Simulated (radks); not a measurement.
The numbers below are computed, except where a source is named.
How relativity changes the ionisation of neutral mercury ([Hg]) to Hg+ ([Xe] 4f14 5d10 6s1). Spin-unpolarised spherical Kohn-Sham, LDA (Slater exchange, Perdew-Wang correlation), point nucleus unless stated (finite: rms radius 5.4648 fm), a radial shooting solver on a logarithmic mesh with Libxc functionals. A level marked "c x" has the speed of light scaled by that factor.

| level | E(Hg) (hartree) | E(Hg+) (hartree) | IE (eV) | HOMO | <r> HOMO (bohr) |
|---|---|---|---|---|---|
| non-rel. | -18404.2404 | -18403.9092 | 9.013 | 6s | 3.075 |
| scalar-rel. | -19611.9760 | -19611.5703 | 11.042 | 6s | 2.678 |
| scalar-rel., finite nucleus | -19607.2572 | -19606.8517 | 11.034 | 6s | 2.679 |
| Dirac | -19651.3611 | -19650.9549 | 11.053 | 6s1/2 | 2.679 |
| Dirac, finite nucleus | -19646.5858 | -19646.1798 | 11.045 | 6s1/2 | 2.680 |
| Dirac, c x 0.85 | -20291.8290 | -20291.3748 | 12.360 | 5d5/2 | 1.568 |
| Dirac, c x 2 | -18674.7385 | -18674.3930 | 9.402 | 6s1/2 | 2.984 |
| Dirac, c x 5 | -18446.0620 | -18445.7286 | 9.071 | 6s1/2 | 3.061 |

NIST Atomic Spectra Database: 10.438 eV (measured). The relativistic part of the total energy of Hg is -1242 hartree (Dirac, finite nucleus), 6.8 % of the non-relativistic value. Spin polarisation and multiplet splitting of open shells are left out at every level.

Beside tabulated values, note that relativity, absent from the non-relativistic runs, is large for the heavy elements, and spin-unpolarised runs miss the spin-polarisation part of the exchange energy of open shells.
